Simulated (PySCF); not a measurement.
Record of a relaxation.

Compound: C2H8BOP.
SMILES with atom numbers: `[CH2:1]=[CH:2][O:3][BH2-:4][PH3+:5]` (hydrogens: H6, H7 on C1; H8 on C2; H9, H10 on B4; H11, H12, H13 on P5)
Bond orders are those of one Lewis drawing.

Method: PySCF 2.14.0, PBE0-D3(BJ)/def2-SVP geometry optimisation, gas phase; density fitting, grid level 1; the optimiser is geomeTRIC in internal coordinates, started from a GFN2-xTB structure with every atom displaced at random (about 0.01 Å). 6 of its 9 geometries are shown. The frame can shift and turn from step to step; on so coarse a grid that alone can change the energy by a few meV, and forces under 0.02 eV/Å are noise.

Step 0: E = -14199.7161 eV, largest atomic force 2.436 eV/Å
```
atom  x, y, z in Å  |  force x, y, z in eV/Å
C1      2.391    0.705   -0.068   -1.384   1.514  -0.745
C2      1.458   -0.231    0.055   -0.528   0.027  -0.205
O3      0.153   -0.074   -0.286    2.389   0.041   0.475
B4     -0.842   -1.122   -0.154   -0.436   0.262   0.644
P5     -1.944    0.322   -0.882   -0.864  -0.010   0.307
H6      2.109    1.705   -0.462    0.185  -0.515   0.185
H7      3.403    0.560    0.208    1.124  -0.393   0.373
H8      1.739   -1.201    0.442   -0.112  -0.656   0.214
H9     -1.194   -1.398    0.979   -0.064   0.024   0.088
H10    -0.789   -2.035   -0.899    0.090  -0.706  -0.668
H11    -1.799    1.444   -0.083    0.047   0.428   0.468
H12    -3.280    0.503   -1.215   -0.952  -0.255  -0.127
H13    -1.398    0.805   -2.038    0.506   0.238  -1.010
```

Step 2: E = -14200.1163 eV, largest atomic force 0.565 eV/Å
```
atom  x, y, z in Å  |  force x, y, z in eV/Å
C1      2.563    0.642   -0.009    0.003   0.198  -0.036
C2      1.553   -0.229    0.074   -0.173  -0.209   0.007
O3      0.292    0.035   -0.289   -0.051  -0.074   0.010
B4     -0.783   -0.967   -0.185    0.469   0.302   0.090
P5     -2.131    0.332   -0.916   -0.006   0.157  -0.009
H6      2.416    1.657   -0.386   -0.064  -0.030  -0.012
H7      3.566    0.359    0.310    0.003  -0.095   0.021
H8      1.722   -1.245    0.457    0.031  -0.031   0.024
H9     -1.126   -1.247    0.953   -0.138  -0.013  -0.011
H10    -0.705   -1.907   -0.955   -0.114  -0.067  -0.097
H11    -2.133    1.510   -0.137   -0.028   0.049  -0.005
H12    -3.524    0.196   -1.162    0.084  -0.218   0.078
H13    -1.705    0.847   -2.158   -0.015   0.033  -0.059
```

Step 3: E = -14200.1605 eV, largest atomic force 0.758 eV/Å
```
atom  x, y, z in Å  |  force x, y, z in eV/Å
C1      2.599    0.610    0.011    0.479  -0.388   0.229
C2      1.590   -0.265    0.094    0.137   0.362  -0.100
O3      0.359    0.083   -0.282   -0.611  -0.447   0.039
B4     -0.735   -0.882   -0.197    0.030   0.215  -0.155
P5     -2.154    0.354   -0.923    0.207   0.084  -0.050
H6      2.439    1.620   -0.365   -0.033   0.050  -0.023
H7      3.603    0.307    0.324   -0.087   0.086  -0.045
H8      1.725   -1.293    0.469   -0.012   0.133  -0.048
H9     -1.129   -1.166    0.927   -0.011  -0.035   0.007
H10    -0.698   -1.822   -0.987   -0.036   0.056   0.070
H11    -2.258    1.550   -0.167   -0.080  -0.060  -0.102
H12    -3.521    0.011   -1.108    0.148  -0.037   0.049
H13    -1.815    0.876   -2.201   -0.130  -0.019   0.129
```

Step 5: E = -14200.2163 eV, largest atomic force 0.324 eV/Å
```
atom  x, y, z in Å  |  force x, y, z in eV/Å
C1      2.718    0.549    0.059   -0.069  -0.106   0.004
C2      1.619   -0.216    0.082    0.018   0.009   0.010
O3      0.401    0.194   -0.294    0.159   0.024   0.036
B4     -0.694   -0.742   -0.225   -0.250   0.049  -0.142
P5     -2.220    0.354   -0.937    0.321  -0.020   0.035
H6      2.691    1.587   -0.280   -0.015  -0.009   0.005
H7      3.665    0.116    0.386    0.012   0.063  -0.012
H8      1.678   -1.260    0.428    0.008   0.027  -0.013
H9     -1.101   -1.047    0.893   -0.002  -0.019  -0.001
H10    -0.674   -1.685   -1.017   -0.007   0.034   0.059
H11    -2.530    1.545   -0.236   -0.073  -0.032  -0.013
H12    -3.478   -0.282   -1.014   -0.029   0.015  -0.002
H13    -2.070    0.870   -2.249   -0.073  -0.036   0.033
```

Step 6: E = -14200.2241 eV, largest atomic force 0.168 eV/Å
```
atom  x, y, z in Å  |  force x, y, z in eV/Å
C1      2.725    0.537    0.066   -0.034  -0.028   0.000
C2      1.633   -0.234    0.089   -0.015   0.075  -0.030
O3      0.420    0.193   -0.285    0.044  -0.070   0.037
B4     -0.695   -0.722   -0.229   -0.085   0.062  -0.049
P5     -2.212    0.363   -0.941    0.158  -0.026   0.049
H6      2.666    1.574   -0.270    0.039   0.011   0.006
H7      3.685    0.129    0.384    0.012   0.018  -0.002
H8      1.691   -1.280    0.426   -0.023  -0.009  -0.003
H9     -1.109   -1.030    0.886   -0.020  -0.007  -0.004
H10    -0.681   -1.665   -1.017   -0.011  -0.010   0.007
H11    -2.561    1.548   -0.250   -0.035   0.003   0.012
H12    -3.458   -0.300   -1.004   -0.004  -0.009   0.004
H13    -2.098    0.870   -2.257   -0.026  -0.009  -0.026
```

Step 8: E = -14200.2274 eV, largest atomic force under 0.02 eV/Å
```
atom  x, y, z in Å  |  force x, y, z in eV/Å
C1      2.750    0.523    0.081    0.001   0.013   0.002
C2      1.644   -0.230    0.085   -0.011   0.005  -0.008
O3      0.438    0.218   -0.283    0.017  -0.004   0.010
B4     -0.690   -0.678   -0.237    0.000   0.004   0.001
P5     -2.216    0.366   -0.947   -0.010   0.003  -0.002
H6      2.716    1.570   -0.230    0.002  -0.002   0.001
H7      3.701    0.094    0.394    0.001  -0.005   0.001
H8      1.685   -1.283    0.401   -0.001  -0.004  -0.002
H9     -1.119   -0.988    0.873   -0.006   0.003  -0.001
H10    -0.685   -1.627   -1.020    0.001  -0.008  -0.001
H11    -2.634    1.539   -0.270    0.005  -0.002   0.006
H12    -3.420   -0.372   -0.975   -0.002  -0.003   0.000
H13    -2.164    0.852   -2.276    0.003  -0.003  -0.005
```

Question: Summarise the path.

Answer: The energy falls by 49.33 kJ/mol from step 0 to step 8; nine tenths of that is first reached at step 5. It falls at every step. The largest force goes from 2.436 to under 0.02 eV/Å. Among the bonds P5–H13 changes most (a near tie, within 0.001 Å, with another), from 1.366 to 1.416 Å; the atoms move by 0.561 Å rms after alignment.

Question: Follow the three bonds and two angles with the largest change from start to end.

Answer: 
```tsv
step	E above end (kJ/mol)	largest force (eV/Å)	P5–H13 (Å)	B4–H10 (Å)	C1–H7 (Å)	O3–B4–P5 (°)	B4–P5–H12 (°)
0	49.33	2.436	1.366	1.180	1.058	79.6	136.7
1	22.20	0.799	1.391	1.201	1.079	85.3	135.0
2	10.72	0.565	1.411	1.218	1.089	91.4	131.2
3	6.45	0.758	1.421	1.229	1.094	95.8	125.1
4	5.52	0.927	1.428	1.241	1.097	102.4	115.4
5	1.07	0.324	1.418	1.232	1.091	101.9	116.7
6	0.32	0.168	1.415	1.229	1.090	103.2	115.5
7	0.03	0.098	1.415	1.229	1.089	105.1	113.2
8	0.00	under 0.02	1.416	1.230	1.090	105.3	112.8
```

What follows is the cost of the whole optimisation. Time: 39 s of wall time; peak memory 0.46 GiB. Hardware: one thread, Arm Neoverse V1 (aarch64), shared host.
